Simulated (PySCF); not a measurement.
## Static response to an electric field

Compound: C3H8OSi.
Geometry (GFN2-xTB, Å), atoms numbered from 1 in this order:
```xyz
13
C3H8OSi angstrom
C      1.6777   -0.4515   -0.1864
C      0.5139    0.0226    0.6749
O      0.0791    1.3454    0.2991
C     -1.2385    1.1189   -0.2189
Si    -1.2261   -0.7236    0.3111
H      1.9781   -1.4528    0.1137
H      1.3933   -0.4679   -1.2363
H      2.5253    0.2218   -0.0742
H      0.8334    0.0500    1.7239
H     -1.2648    1.3239   -1.2943
H     -1.9482    1.7909    0.2702
H     -1.2912   -1.7173   -0.7586
H     -2.0364   -1.0598    1.4794
```

Level: CAM-B3LYP/def2-SVPD (PySCF), static field, nuclei fixed, core orbitals frozen in the response. The polarisability tensor in these axes (au):

```
x   71.45  1.03 -0.67
y    1.03 66.43 -1.55
z   -0.67 -1.55 58.70
```

Problem. What are the eigenvalues, a third of the trace, and Δα (Δα² = ½Σ(αi − αj)² over the three pairs)?

Solution. Principal values 58.39, 66.47 and 71.73 au; mean 65.53 au = 9.71 Å³ = 10.80 × 10⁻⁴⁰ C²·m²/J; Δα = 11.64 au (18 % of the mean).

Problem. What is the dipole moment, and where does it point?

Solution. (-0.85, -1.73, -0.11) D, 1.93 D in size, pointing from the negative to the positive side. Measured along this direction, the outermost atoms are H8 and O3 at the negative end and H12 at the positive end.

Problem. What would n − 1 = 2πNα be for an ideal gas of these molecules at 298.15 K and 1 atm, electronic part alone?

Solution. N = p/kT = 2.4615 × 10¹⁹ cm⁻³, so n − 1 = 2π × N × 9.71 × 10⁻²⁴ cm³ = 1502 × 10⁻⁶ at long wavelengths.

Problem. What molar refraction does this α imply?

Solution. Lorentz–Lorenz: R = (4π/3)N_A α = 2.5225 cm³/(mol·Å³) × 9.71 Å³ = 24.5 cm³/mol, in the limit of long wavelengths.

Problem. Along which axes do the principal values lie, and how far do the nuclei extend along each?

Solution. Largest value along (0.97, 0.21, -0.08), where the nuclei span 4.83 Å; middle along (-0.22, 0.96, -0.17), 3.96 Å; least along (0.04, 0.18, 0.98), 2.98 Å. The response follows the extents in order.

Problem. How large is μ²/3kT at 400 K beside α?

Solution. In Gaussian units μ²/3kT = 22.45 Å³ against 9.71 Å³, a ratio of 2.31; the Debye molar polarisation (4π/3)N_A(α + μ²/3kT) is 81.1 cm³/mol, leaving out the vibrational part.

Problem. What are the principal values of the traceless quadrupole moment, Θ = ½Σq(3rr − r²1), about the centre of nuclear charge?

Solution. -4.95, 0.30, 4.65 D·Å. The values depend on the origin, since the dipole doesn't vanish. The electronic extent ⟨r²⟩ about the same centre is 535 bohr², a root-mean-square distance of 1.77 Å for the 48 electrons.

Geometry: GFN2-xTB; no solvent, vibrations or thermal averaging.

The run behind these numbers computed excited states as well. Time: 31 s; peak memory 0.74 GiB. Hardware: an Arm Neoverse V2 with one thread, shared host with 32 logical CPUs at a one-minute load of 31.
